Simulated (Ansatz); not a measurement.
Compare A (`NC(=O)[SiH2]Cl`) with its isomer B (`Cl[SiH]1NCO1`).

Computed with Ansatz on PBE0-D4/def2-TZVP structures; ΔE is electronic, products minus reactants. CCSD(T)/CBS is the MP2 limit (def2-TZVPP, def2-QZVPP) plus CCSD(T) − MP2 in def2-TZVPP, frozen cores. Functionals use def2-TZVPP. B3LYP here is the variant with VWN-RPA as its local correlation; programs differ in this. Each species was taken in one conformer, which may not be the lowest.

A:

```xyz
9

N     0.805   -0.671    1.156
C     0.799    0.112    0.061
O     1.789    0.642   -0.410
Si   -0.828    0.463   -0.872
Cl   -2.426   -0.489    0.029
H     1.674   -0.847    1.637
H    -0.044   -1.083    1.501
H    -1.075    1.920   -0.849
H    -0.695   -0.046   -2.253
```

B:

```xyz
9

Cl   -1.3529    1.2522   -2.0171
Si   -1.0507    0.2331   -0.2672
N     0.3317    0.6414    0.6535
C     0.8905   -0.6606    0.2769
O    -0.2478   -1.2098   -0.4115
H    -2.3754    0.1754    0.3740
H     0.9216    1.4550    0.6469
H     1.1290   -1.2906    1.1389
H     1.7541   -0.5961   -0.3944
```

(1) Which isomer does CCSD(T)/CBS put lower? Give the gap. (Estimate.)

(2) Give E(B) − E(A) in kJ/mol with B3LYP, PBE0-D4, B2PLYP, ωB97M-V, HF/def2-TZVPP, B3LYP-D4, CCSD/def2-TZVPP. (An estimate is asked.)

Largest T1 diagnostic: 0.015.

Results:

(1) The calculation gave: B, by 83.8 kJ/mol.

(2) Computed: B3LYP -56.4, PBE0-D4 -71.2, B2PLYP -67.6, ωB97M-V -78.8, HF/def2-TZVPP -78.7, B3LYP-D4 -57.8, CCSD/def2-TZVPP -86.8. None reverses the order clearly.

In def2-TZVPP, CCSD(T) changes the Hartree–Fock value by −3.2 kJ/mol (the triples alone add +4.9 kJ/mol) and MP2 by −9.8 kJ/mol. From PBE to PBE0 (25 % exact exchange), in def2-TZVPP and without D4, E(B) − E(A) moves by −21.0 kJ/mol.
